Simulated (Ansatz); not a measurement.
Program: Ansatz. Geometries: PBE0-D4/def2-TZVP. ΔE: electronic, gas phase. CBS: MP2 limit from def2 TZ/QZ plus the TZ coupled-cluster correction, frozen cores. This one scheme is used for every species. DFT in def2-TZVPP. B3LYP here is the variant with VWN-RPA as its local correlation; programs differ in this. One conformer a species, not always the lowest.

Consider the cleavage of the Si–Si bond: `C=C[SiH2][SiH2]S` + H₂S → `C=C[SiH2]S` + `[SiH3]S`.

`C=C[SiH2][SiH2]S`:

```xyz
13

C     1.993   -0.906   -0.339
C     1.016   -0.857    0.564
Si   -0.791   -0.953    0.126
Si   -1.629    1.233    0.185
S    -0.355    2.432   -1.056
H     1.787   -1.056   -1.396
H     3.039   -0.808   -0.064
H     1.289   -0.705    1.608
H    -1.521   -1.832    1.082
H    -0.933   -1.488   -1.255
H    -1.681    1.750    1.581
H    -2.988    1.357   -0.403
H     0.774    1.833   -0.633
```

H₂S:

```xyz
3

S     0.348    0.483   -0.171
H    -0.836    0.363    0.448
H     0.488   -0.846   -0.277
```

`C=C[SiH2]S`:

```xyz
10

C     1.561   -0.234   -0.765
C     0.233   -0.299   -0.821
Si   -0.814   -0.355    0.708
S    -2.174    1.295    0.809
H     2.091   -0.220    0.184
H     2.179   -0.193   -1.658
H    -0.251   -0.303   -1.796
H     0.099   -0.386    1.881
H    -1.713   -1.536    0.728
H    -1.212    2.229    0.732
```

`[SiH3]S`:

Cartesian coordinates in Å:
```
Si 0.360 0.139 -0.360
S -1.123 0.433 1.150
H 1.524 -0.624 0.158
H 0.783 1.505 -0.749
H -0.193 -0.575 -1.539
H -1.351 -0.878 1.339
```

CCSD(T)/CBS gives -13.5 kcal/mol.

**Question.** Another level gave -13.5 kcal/mol. Which?
A. ωB97X-V/def2-TZVPP
B. B3LYP/def2-TZVPP
C. PBE0-D4/def2-TZVPP
D. HF/def2-TZVPP

**Answer.** A. ωB97X-V -13.5, HF/def2-TZVPP -18.1, B3LYP -14.6, PBE0-D4 -11.6 kcal/mol.

Largest T1 diagnostic among the species: 0.012.

From PBE to PBE0 (25 % exact exchange), in def2-TZVPP and without D4, ΔE moves by −1.1 kcal/mol. The D4 term adds +1.9 kcal/mol with B3LYP and +1.2 kcal/mol with PBE0; it sums over pairs of atoms, weighted by their polarisabilities, and B3LYP, whose exchange is more repulsive, gets the larger term. In def2-TZVPP, CCSD(T) changes the Hartree–Fock value by +4.8 kcal/mol (the triples alone add +0.6 kcal/mol) and MP2 by +3.1 kcal/mol.
